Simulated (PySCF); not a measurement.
Species: C₆H₁₂PSi (charge +1).
Structure used (PBE0-D3(BJ)/def2-SVP), in Å, numbered top down from 1:
```xyz
20
C6H12PSi angstrom
C      2.9401    1.8409   -0.3098
C      1.8548    1.2233    0.1669
P      1.0281   -0.0759   -0.7219
C      0.8139   -1.5987    0.2588
C     -0.6711   -1.6052    0.5259
C     -1.4510   -0.7050   -0.0966
Si    -3.3316   -0.6148    0.1223
C     -0.7423    0.2549   -1.0322
H      3.4204    2.6389    0.2641
H      3.3934    1.5873   -1.2742
H      1.4145    1.4882    1.1358
H      1.7558   -0.3044   -1.9090
H      1.4294   -1.5606    1.1733
H      1.1472   -2.4795   -0.3183
H     -1.0678   -2.3592    1.2128
H     -3.6677    0.7562    0.6023
H     -3.9626   -0.8486   -1.2076
H     -3.7166   -1.6561    1.1113
H     -0.9837    0.0688   -2.0932
H     -0.9679    1.3153   -0.8326
```

The calculation used TDDFT B3LYP/def2-SVPD, vertical, gas phase, core orbitals frozen in the response (PySCF).

Each state is given a Gaussian of 0.3 eV full width at half maximum, with ε(max) = 2.175×10⁸ f / Δν̃ (Δν̃ the width in cm⁻¹). The width is an assumption, not a result. The curve ends short of the highest state used, and states not computed would add to its high-energy end.

(E (eV), ε (L mol⁻¹ cm⁻¹)): (4.46, 0), (4.51, 2), (4.56, 5), (4.60, 12), (4.65, 28), (4.70, 59), (4.74, 95), (4.79, 149), (4.84, 201), (4.88, 229), (4.93, 234), (4.98, 205), (5.02, 166), (5.07, 110), (5.12, 63), (5.16, 36), (5.21, 15), (5.26, 6), (5.30, 2), (5.35, 1), (5.40, 0), (5.45, 0), (5.49, 0), (5.54, 0), (5.59, 0), (5.63, 0), (5.68, 2), (5.73, 7), (5.77, 24), (5.82, 90), (5.87, 293), (5.91, 679), (5.96, 1707), (6.01, 3713), (6.05, 6223), (6.10, 10409), (6.15, 15046), (6.19, 18202), (6.24, 20320), (6.29, 19829), (6.33, 17888), (6.38, 14776), (6.43, 12566), (6.47, 12369)

(1) Where are the band maxima, and which computed states make them?

(2) Coming from long wavelengths, where does ε first pass 100 L mol⁻¹ cm⁻¹?

(3) On this curve, what absorbance would a 10⁻⁴ mol/L sample give at 266 nm over a 1 cm path?

Answers

(1) 252 nm (4.91 eV), ε about 240, made up of S1 (100%); 198 nm (6.26 eV), ε about 20000, made up of S2 (13%) and S3 (84%) (ε in L mol⁻¹ cm⁻¹; maxima over ε = 5, shares over 10%). At its high-energy end, 6.47 eV, the curve is still rising (ε about 12000, from S3, S4, S6 and S7). The states used: S1 4.91 eV (f 0.0026); S2 6.19 eV (f 0.033); S3 6.26 eV (f 0.192); S4 6.46 eV (f 0.017); S5 6.49 eV (f 0.0057); S6 6.63 eV (f 0.049); S7 6.70 eV (f 0.216); S8 6.79 eV (f 0.021); S9 6.84 eV (f 0.050); S10 7.07 eV (f 0.329).

(2) At about 261 nm (4.75 eV), 0.17 eV below S1.

(3) 266 nm is 4.661 eV, where ε is about 34 L mol⁻¹ cm⁻¹, so A = ε c l ≈ 0.0034 (Beer–Lambert, with the gas-phase spectrum and the assumed width).

All these states lie below the vertical ionisation energy of 13.37 eV (ΔSCF).

One conformer stands for the species.
